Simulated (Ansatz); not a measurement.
Geometry optimisation, RKS PBE/def2-SVP in Ansatz.

The input (input.yaml):

```yaml
crystal:
  periodic: [false, false, false]
  atoms:
    - { symbol: Mo, position_ang: [0.342264, 0.453755, -0.313667] }
    - { symbol: F, position_ang: [-0.287251, -0.442929, 2.477253] }
    - { symbol: Cl, position_ang: [2.469905, 0.222369, -1.264133] }
    - { symbol: Cl, position_ang: [0.183664, 2.400507, -1.571619] }
    - { symbol: Cl, position_ang: [-1.774181, 0.82253, 0.483794] }
    - { symbol: F, position_ang: [0.680101, -1.221906, 0.409097] }
    - { symbol: Cl, position_ang: [-0.58984, -0.716045, -2.099175] }
    - { symbol: Cl, position_ang: [1.315422, 1.657994, 1.409826] }
    - { symbol: H, position_ang: [0.228816, 0.039924, 3.082624] }
basis:
  gaussian: { orbitals: def2-SVP }
hamiltonian:
  xc: pbe
relax:
  f_tol: 0.03
  max_steps: 50
```

Launched with:

```bash
$ ansatz run input.yaml --threads 4 --pin off --max-ram 5120MiB --backend cpu --events-out ev --progress --plain --runs-dir out
```

Where does it end, and by what steps?

The run converged. The force dipped under the threshold on the way, but the program's further checks kept it going. After 9 steps the energy has fallen by 0.361 eV; F2 moved furthest, 0.68 Å.

```tsv
step	energy less start (eV)	largest force component (eV/Å)	accepted
0	0.0000	0.945	yes
1	-0.1808	0.858	yes
2	-0.2525	1.403	yes
3	-0.2470	1.991	no
4	-0.3321	0.192	yes
5	-0.3468	0.147	yes
6	-0.3589	0.094	yes
7	-0.3590	0.069	yes
8	-0.3604	0.011	yes
9	-0.3606	0.027	yes
```

```xyz
9
Properties=species:S:1:pos:R:3
Mo 0.369 0.466 -0.491
F -0.407 -0.469 3.144
Cl 2.502 0.213 -1.351
Cl 0.173 2.502 -1.541
Cl -1.720 0.678 0.445
F 0.595 -1.154 0.398
Cl -0.519 -0.662 -2.291
Cl 1.294 1.522 1.404
H 0.282 0.121 2.897
```

Whether the end is a true minimum wasn't checked by a vibrational analysis.

The run took 37 s on 4 threads of Arm Neoverse V1, on a shared host, peak memory 0.27 GiB.
